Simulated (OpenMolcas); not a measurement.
Ionisation energies of osmium

```json
{
 "Program": "OpenMolcas 26.06",
 "Basis": "ANO-RCC [11s10p9d8f4g2h]",
 "Scalar Hamiltonian": "DKH2, point nucleus",
 "Spin-orbit coupling": "RASSI with atomic mean-field integrals over the reference wave functions, term energies averaged over their components"
}
```

Active shells in each charge state: the valence d, s shells, with orbitals averaged over the low states. Where CASPT2's correlated closed shells are named, they are those of the first ion.

A. CASSCF
B. SS-CASPT2, IPEA 0.25 Eh, imaginary shift 0.1 Eh (closed shells correlated: 5s 5p)
C. SS-CASPT2, IPEA 0.25 Eh, imaginary shift 0.1 Eh (closed shells correlated: 4f 5s 5p)
D. SS-CASPT2, IPEA 0 Eh, imaginary shift 0.1 Eh (closed shells correlated: 5s 5p)

Energies in eV between the lowest computed levels, named as in B; reference values from the NIST Atomic Spectra Database with their kind.

```json
{"From": "Os+ 5d⁶ 6s ⁶D_9/2", "To": "Os2+ 5d⁶ ⁵D₄", "A": "15.804", "B": "17.141", "C": "17.306", "D": "17.224", "Spin-orbit share in B": "+0.202", "Reference": "17.000 (semi-empirical)"}
```

The lowest level within the active space need not be the ion's true ground level.
